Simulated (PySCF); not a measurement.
Coordinates in bohr (charge -1 multiplicity 1):
```
Br    0.0000    0.0000    1.0145
Se    4.2398    0.0000   -0.3340
Se   -2.1199    3.6718   -0.3340
Se   -2.1199   -3.6718   -0.3340
```

Computed with PySCF, PBE0, basis Br def2-SVPD, Se def2-SVPD (no relativity, density fitting).

This geometry of BrSe₃⁻ is a stationary point at this level.

What is the point group?

C3v.

Is it a minimum?

Yes: all harmonic wavenumbers are real.

What are the dipole moment and the gap between the highest occupied and lowest empty levels?

0.96 D about the centre of mass and 2.54 eV.

Give the atomic charges and bond orders.


| atom | Mulliken | Löwdin | polar tensor | Mayer order to Br1 |
| --- | --- | --- | --- | --- |
| Br1 | -0.08 | -0.43 | 0.79 | – |
| Se2,3,4 | -0.31 | -0.19 | -0.60 | 0.96 |

Give the ideal-gas entropy at 298.15 K and 1 bar by parts.

translation 180.7, rotation 122.5, vibration 68.3, spin 0.0; total 371.5 J/(mol K).

This need not be the most stable arrangement of these atoms. The lowest empty level of this anion is unbound, so it and the gap depend on the basis.
